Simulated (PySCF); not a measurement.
A structure optimised at B3LYP-D3(BJ)/def2-SVP, used in a PySCF frequency run:

```
C
H 1 1.1012
H 1 1.1012 2 106.76
C 1 1.5278 2 111.96 3 -122.85
H 4 1.1020 1 112.09 2 -59.71
H 4 1.1020 5 107.29 1 123.46
H 4 1.1040 5 107.02 6 114.57
In 1 2.1763 2 105.19 3 111.43
O 8 2.0097 1 123.06 2 -55.92
H 9 0.9680 8 110.60 1 179.99
O 8 2.0209 9 107.68 10 0.01
H 11 0.9669 8 113.13 9 179.99
```

### Question
Write its SMILES and formula.

### Answer
C[CH2][In]([OH])[OH], C2H7InO2

### Question
What are its rotational constants (standard atomic weights)?

### Answer
4.8011, 1.9257, 1.3985 GHz
